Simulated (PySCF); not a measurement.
Compound: C3H6O2Si.
Structure used (GFN2-xTB), in Å, numbered top down from 1:
```
atom  x, y, z in Å
C1     1.346   -0.761    0.082
C2     1.494    0.532   -0.184
O3     0.471    1.439   -0.233
Si4   -1.046    1.022    0.197
C5    -1.029   -0.866   -0.110
O6     0.198   -1.435    0.348
H7     2.205   -1.411    0.141
H8     2.460    0.964   -0.386
H9    -1.266    1.270    1.620
H10   -1.890    1.748   -0.737
H11   -1.806   -1.419    0.416
H12   -1.135   -1.085   -1.181
```

A calculation gives these core lines: C 1s: 291.54 (area 1), 291.59 (area 1), 291.82 (area 1) eV; O 1s: 538.44 (area 1), 538.83 (area 1) eV; Si 1s: 1847.24 eV; Si 2p3/2: 107.42 eV.

Computed, not measured: PySCF 2.14.0, delta-SCF UKS SCAN, pcX-2 on the ionised atom, pcseg-1 elsewhere, spin-free X2C. Geometry: GFN2-xTB, one conformer, isolated molecule.

(1) Which oxygen gives which O 1s line?

## Answers

(1) 538.44 eV: O3 (silyl ether oxygen); 538.83 eV: O6 (cyclic ether oxygen). The listed O 1s values span 0.39 eV, from O3 (bonded to C and Si) to O6 (bonded to 2 C). Summing the Pauling electronegativity differences to the bonded atoms, each weighted by its formal bond order, gives -2.43 for the lowest site and -1.78 for the highest.

Bonded neighbours of each site: C1: O, C (double bond) and H; C2: O, C (double bond) and H; O3: C and Si; Si4: O, C and 2 H; C5: O, 2 H and Si; O6: 2 C.

What is the longest wavelength that can ionise C 1s of C1 vertically?

λ = hc/E = 12398.42 eV Å / 291.54 eV = 42.527 Å.

For 2p shells one spin-free hole was relaxed; a mean-field spin–orbit operator and the ground-state splitting of the three 2p orbitals were then diagonalised within the shell. The shell's mean is (2 × 2p3/2 + 2p1/2)/3, and the degeneracies 2j + 1 give areas of 2:1. 2p1/2 minus 2p3/2 (ligand field included): Si 0.63 eV.
